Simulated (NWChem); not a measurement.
**How methods differ on TlBr (SMILES [Br][Tl])**

TlBr: 2 atoms, total charge 0, spin state singlet. As SMILES, `[Br][Tl]`. The bond length is the measured one.

| atom | x (Å) | y (Å) | z (Å) |
| --- | --- | --- | --- |
| Br | 0.0000 | 0.0000 | 0.0000 |
| Tl | 0.0000 | 0.0000 | 2.6182 |

Each level gives the lowest excitation energy (eV). The values are calculated.

```json
{"level": "TDA-SVWN5/LANL2DZ (core potential)", "kind": "perturbation theory", "program": "NWChem", "value (eV)": "4.05", "CPU time": "1.9 s"}
{"level": "TDA-SVWN5/jorge-DZP", "kind": "perturbation theory", "program": "NWChem", "value (eV)": "3.93", "CPU time": "2 min"}
{"level": "TDA-SVWN5/SBKJC-VDZ (core potential)", "kind": "perturbation theory", "program": "NWChem", "value (eV)": "3.89", "CPU time": "4.5 s"}
{"level": "TDA-BPW91/cc-pVDZ/cc-pVDZ-PP (core potential)", "kind": "perturbation theory", "program": "NWChem", "value (eV)": "3.59", "CPU time": "29 s"}
{"level": "EOM-CCSD/6-31G**/LANL2DZ (core potential, spherical functions)", "kind": "coupled cluster or CI", "program": "NWChem", "value (eV)": "4.37", "CPU time": "1.4 s"}
```

All-electron rows without a relativistic Hamiltonian named are non-relativistic, while core potentials hold scalar relativity, so basis and relativity change together. The values span 3.59 to 4.37 eV. In the correlated wave-function rows the outer d shell of Br is correlated, in sets not made for it. CPU times are rough (shared hosts, several kinds of processor): they show what a rung costs within a factor of a few.
